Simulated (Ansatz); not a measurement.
Isolated molecules relaxed with PBE0-D4/def2-TZVP in Ansatz; ΔE leaves out vibrations. CBS: MP2 limit from def2 TZ/QZ plus the TZ coupled-cluster correction, frozen cores. This one scheme is used for every species, atoms too. DFT in def2-TZVPP. Open shells (•) are unrestricted, without spin–orbit coupling. Spin–orbit coupling would lower the free atoms: a little for Al, C, O. Each species was taken in one conformer, which may not be the lowest.

`C[CH]([AlH2])CO` → Al• + 3 C• + 9 H• + O•  (atomization)

```csv
level,ΔE (kJ/mol),difference from CCSD(T)/CBS
r2SCAN-D4,5026.2,0.2
PBE0-D4,5020.5,-5.5
ωB97X-V,5030.9,4.9
r2SCAN,5019.6,-6.4
MP2/def2-TZVPP,4958.2,-67.8
CCSD/def2-TZVPP,4846.2,-179.8
CCSD(T)/def2-TZVPP,4907.7,-118.3
MP2/def2-QZVPP,5028.1,2.1
MP2/CBS(def2),5076.6,50.6
CCSD/CBS(def2),4964.5,-61.5
CCSD(T)/CBS,5026.0,0
```

Largest T1 diagnostic among the species: 0.018.

The D4 term adds +41.4 kJ/mol with B3LYP and +21.9 kJ/mol with PBE0; it sums over pairs of atoms, weighted by their polarisabilities, and B3LYP, whose exchange is more repulsive, gets the larger term. From PBE to PBE0 (25 % exact exchange), in def2-TZVPP and without D4, ΔE moves by −61.7 kJ/mol: exact exchange takes away binding that semilocal exchange gives to molecules.

B3LYP here is the variant with VWN-RPA as its local correlation; programs differ in this.

For atomizations the MP2-based limit and the directly extrapolated one differ by several kJ/mol either way, and by 10 to 25 for some Ge, Se and Sn compounds, so smaller differences from it don't rank the levels.
